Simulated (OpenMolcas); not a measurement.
Computed transition rates of Sb IV

```
Program             : OpenMolcas
Method              : MS-CASPT2, IPEA 0.25 Eh, imaginary shift 0.1 Eh (closed shells correlated: 4d)
Basis               : ANO-R3 [8s7p5d3f2g1h]
Scalar Hamiltonian  : X2C, finite nucleus
Active space        : 2 electrons in 4 orbitals (5s 5p)
State averaging     : 2S+1 = 3 even, 3 roots; 2S+1 = 1 even, 7 roots; 2S+1 = 3 odd, 3 roots; 2S+1 = 1 odd, 3 roots
Spin-orbit coupling : RASSI with atomic mean-field integrals over the reference wave functions, term energies averaged over their components
```

Rates come from the transition moments of the reference wave functions (E1 and E2 in the length form). At fixed line strength A goes as λ^-3 for E1 and M1 and as λ^-5 for E2, so a rate at the computed wavelength can be rescaled to the measured one. Measured vacuum wavelengths follow from level energies in Moore, Atomic Energy Levels, vol. III, NSRDS-NBS 35 (1971 reprint of NBS Circular 467, 1958). Branching counts decays inside the model space alone, at computed energies, and the table is only a selection of the E1 lines, drawn from those between levels with measured partners whose computed energy lies within a factor of 1.5 of the measured one.

| Upper | Lower | Type | λ computed (nm) | λ measured (nm) | A computed (s-1) | A rescaled (s-1) | Branching % |
| --- | --- | --- | --- | --- | --- | --- | --- |
| 5p² ³P₀ | 5s 5p ¹P°₁ | E1 | 170.8 | 178.2 | 3.02e+07 |  | 0.8 |
| 5p² ³P₁ | 5s 5p ³P°₂ | E1 | 118.1 | 119.3 | 1.58e+09 | 1.53e+09 | 36.8 |
| 5p² ³P₀ | 5s 5p ³P°₁ | E1 | 116.3 | 117.1 | 3.96e+09 | 3.88e+09 | 99.2 |
| 5p² ³P₁ | 5s 5p ³P°₁ | E1 | 111.7 | 111.5 | 1.11e+09 | 1.12e+09 | 25.8 |

Spin-changing lines and M1 lines between different terms are not rescaled, since their strength hangs on the term gaps too.

The largest correction is for 5p² ³P₁ → 5s 5p ³P°₂ (E1): 1.58e+09 × (118.1 / 119.3)^3 = 1.53e+09 s-1, a factor of 0.97.

The computed rate and branching of 5p² ³P₀ → 5s 5p ³P°₁ give the upper level a radiative lifetime of 0.992 / 3.96e+09 s-1 = 2.51e-10 s, counting decays inside the model space alone. The rescaled rate gives about 2.6e-10 s.

No measured rate stands beside these. Rescaling mends the energy factor alone: line strengths can still be far off where a level mixes with configurations outside the active space, and weak or spin-changing lines hang on small mixing coefficients that depend on the term gaps too, so rescaling need not improve them.

Over all roots computed the reference weight is 0.89 to 0.94; the roots of lowest weight are the least certain, and an intruder state may touch them. The ¹D term of p² mixes with s d, which this space lacks. Computed and measured levels are paired by configuration, term and J; levels that our copy of the source lacks, or whose pairing is in doubt (as where it misses far off the trend of its configuration), stay unpaired. Levels of configurations outside the active space are missing.

° marks odd parity.
